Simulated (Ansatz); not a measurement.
Breaking a bond: GaSi (cation, charge +1), lowest singlet found (which spin is the ground state isn't settled by this scan).

- RKS-BLYP = Ansatz (a program for electronic structure) with restricted BLYP/aug-cc-pVDZ
- RCCSD = Ansatz with CCSD on RHF/aug-cc-pVDZ, cores with 3d frozen
- RKS-PBE = restricted PBE/aug-cc-pVDZ run with Ansatz

Total energies in hartree (comparable only within one method and basis):

```tsv
R / Å	RKS-BLYP	RCCSD	RKS-PBE
2.78	-2214.02585	-2211.93981	-2213.49547
2.95	-2214.03151	-2211.94458	-2213.50036
3.13	-2214.03364	-2211.94602	-2213.50175
3.43	-2214.03211	-2211.94371	-2213.49913
3.73	-2214.02769	-2211.93868	-2213.49378
4.15	-2214.02049	-2211.93060	-2213.48555
4.56	-2214.01421	-2211.92344	-2213.47848
5.09	-2214.00806	-2211.91635	-2213.47158
5.87	-2214.00293	-2211.91013	-2213.46577
6.71	-2214.00094	-2211.90689	-2213.46341
7.89	-2214.00089	-2211.90490	-2213.46311
```

The scan ran from 1.67 to 7.89 Å; beyond the distances shown full CI changes its symmetry label. The restricted form behind RKS-BLYP, RKS-PBE keeps the bonding electrons paired and can't separate into open-shell fragments.
